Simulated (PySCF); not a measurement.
Write Cartesian coordinates for InChI=1S/C5H9ClO/c1-5(2,3)4(6)7/h1-3H3 as optimised with PBE0-D3(BJ)/def2-SVP.

```xyz
16
C5H9ClO angstrom
C      0.087    1.398   -0.642
C     -0.062    0.033    0.029
C     -0.132   -1.076   -1.028
C      1.107   -0.220    0.987
C     -1.370    0.046    0.811
O     -2.159    0.924    0.865
Cl    -1.686   -1.482    1.716
H      0.128    2.206    0.104
H      1.017    1.420   -1.230
H     -0.756    1.607   -1.315
H      0.801   -1.080   -1.611
H     -0.968   -0.910   -1.725
H     -0.257   -2.064   -0.564
H      1.157    0.551    1.770
H      1.024   -1.202    1.472
H      2.050   -0.190    0.420
```

Any rigid rotation of these coordinates is as good. Atoms count from 1 in this order. Of the pairs four or more bonds apart, Cl7···H15 is among the closest relative to their van der Waals radii: 2.73 Å, 93 % of the sum of Bondi's values.

Bonds between heavy atoms (Å): C1–C2 1.528, C2–C3 1.533, C2–C4 1.533, C2–C5 1.524, C5=O6 1.182, C5–Cl7 1.804.

Computed, not measured: PBE0-D3(BJ)/def2-SVP geometry optimisation, gas phase in PySCF.

Point group: near Cs, missed by 0.12 Å at most; the miss may be what the optimiser left on a soft mode. Not checked by PBE0-D3(BJ)/def2-SVP frequencies.

The run took 83 s on one thread of an Arm Neoverse V1, shared host, and the process peaked at 0.61 GiB of memory. That covers the optimisation of the geometry.
